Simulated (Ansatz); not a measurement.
Stepwise reaction of `[F][Ge][F]` with water, as a gas-phase model of exchange steps in deposition or etching. ΔE in kJ/mol; ΔG adds harmonic PBE0-D4 terms to CCSD(T)/CBS, at 1 bar.

Isolated molecules relaxed with PBE0-D4/def2-TZVP in Ansatz; ΔE leaves out vibrations. CCSD(T)/CBS is the MP2 limit (def2-TZVPP, def2-QZVPP) plus CCSD(T) − MP2 in def2-TZVPP, frozen cores. This one scheme is used for every species. DFT in def2-TZVPP. B3LYP here is the variant with VWN-RPA as its local correlation; programs differ in this. For Ge outer-core shells are correlated without core-valence functions, which leaves a few kJ/mol of doubt a bond. Scalar relativity is left out up to krypton. One conformer a species, not always the lowest.

```
step                                    reaction  PBE-D4  B3LYP-D4  ωB97M-V  CCSD(T)/CBS  ΔG(500 K)
   1    `[F][Ge][F]` + H₂O → `[OH][Ge][F]` + H–F    24.7      26.5     26.3         22.1       23.4
   2  `[OH][Ge][F]` + H₂O → `[OH][Ge][OH]` + H–F    43.6      45.4     45.9         40.4       44.4
```

Question: By hand: ΔE of the 2 steps together at CCSD(T)/CBS.

Answer: (22.1) + (40.4) = 62.5 kJ/mol, or 31.2 kJ/mol a step.

In ΔE each step is higher than the one before. All are uphill at CCSD(T)/CBS. ΔG lies between 23.4 and 44.4 kJ/mol a step. PBE-D4 differs from CCSD(T)/CBS by 2.6 to 3.2 kJ/mol a step. Isolated molecules leave out the surface, adducts and barriers. Largest T1 diagnostic: 0.015.
